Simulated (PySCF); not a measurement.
**Stationary points of As(OH)₃**

All numbers come from PySCF, PBE0, basis As def2-SVP, O def2-SVP, H def2-SVP (no relativity, density fitting).

Relaxations began from a few typed shapes. The search is not exhaustive: other isomers or separated fragments can lie lower, and high-lying points may rest on an excited occupation.

(1) Which is the lowest minimum found?
A. singlet C3: As–O 1.790 Å (×3), O–H 0.968 Å (×3); As–O–H 108.1° (×3), O–As–O 96.8° (×3)
B. singlet C3: As–O 1.775 Å (×3), O–H 0.965 Å (×3); As–O–H 110.1° (×3), O–As–O 95.7° (×3)
C. singlet C3h: As–O 1.885 Å (×3), O–H 0.970 Å (×3); As–O–H 119.6° (×3), O–As–O 120.0° (×3)
D. singlet C1: As–O 1.774 Å (×2), As–O 1.800 Å, O–H 0.965 Å, O–H 0.969 Å (×2); As–O–H 108.0°, As–O–H 111.2°, As–O–H 112.2°, O–As–O 90.4°, O–As–O 99.7°

Results:

(1) D. The others lie at 2.6 (singlet C3), 21.2 (singlet C3), 336.0 (singlet C3h, a saddle point) kJ/mol above it.
